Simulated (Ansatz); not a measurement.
Abridged output of a molecular run in Ansatz:

```
Functional definition: HF
1808 factors; integrals over basis functions are off by at most 1.1e-3 eV
mean field evaluation 1: about -23966.2697 eV, gradient 4.5e1 eV
mean field evaluation 2: about -23966.5356 eV, gradient 4.5e1 eV
mean field evaluation 4: about -23971.3001 eV, gradient 4.6e0 eV
mean field evaluation 8: about -23971.3804 eV, gradient 3.1e-1 eV
mean field evaluation 16: about -23971.3809 eV, gradient 1.5e-6 eV
mean field -23971.38092650 eV, -880.9320006633 hartree, gradient 1.5e-6 eV, S^2 0.000000; 0 other end points of the search recorded, 0 dependent functions left out
14 core orbitals not correlated: weight in the atoms' cores, before any rotation towards them, 1.000 or more for the frozen orbitals, at most 0.000 for the correlated occupied ones
reference -23971.38092650 eV, -880.9320006633 hartree; 17, 17 occupied and 275, 275 virtual orbitals, 1808 factors
second order -26.10749751 eV of doubles, -0.00000000 eV of singles
cycle   1  -26.87763178 eV  change   -7.7e-1 eV  update   1.1e-1
cycle   2  -27.51402235 eV  change   -6.4e-1 eV  update   3.2e-2
cycle   3  -27.65061449 eV  change   -1.4e-1 eV  update   1.7e-2
cycle   4  -27.63772167 eV  change    1.3e-2 eV  update   4.4e-3
cycle   5  -27.63599011 eV  change    1.7e-3 eV  update   2.0e-3
cycle   6  -27.63640860 eV  change   -4.2e-4 eV  update   6.0e-4
cycle   7  -27.63614934 eV  change    2.6e-4 eV  update   2.2e-4
cycle   8  -27.63612825 eV  change    2.1e-5 eV  update   8.4e-5
cycle   9  -27.63616770 eV  change   -3.9e-5 eV  update   3.7e-5
perturbative correction -1.13933126 eV, -0.0418696514 hartree
Total energy: -24000.15642546 eV, -881.9894807454 hartree
```

Its atoms:

```xyz
13

C     0.972    0.673    1.630
Al   -0.840    0.304    1.023
C    -1.114   -0.295   -0.855
Cl   -0.952   -1.931    0.020
B     0.011   -0.019   -1.861
O     1.147   -0.744   -1.967
H     1.728    0.299    0.935
H     1.165    0.232    2.612
H     1.127    1.752    1.731
H    -2.154    0.527    1.878
H    -2.145   -0.230   -1.195
H    -0.089    0.955   -2.555
H     1.144   -1.522   -1.397
```

(1) Which basis set was used?
A. cc-pV(Q+d)Z
B. def2-TZVPPD
C. def2-QZVPP
D. def2-TZVPP

(2) Write the keys of the input that set method, charge and spin (a neutral closed shell needs none for the last two).

## Answers

(1) D. It gives 306 functions.

(2) 
```yaml
correlation: {method: ccsd_t}
```
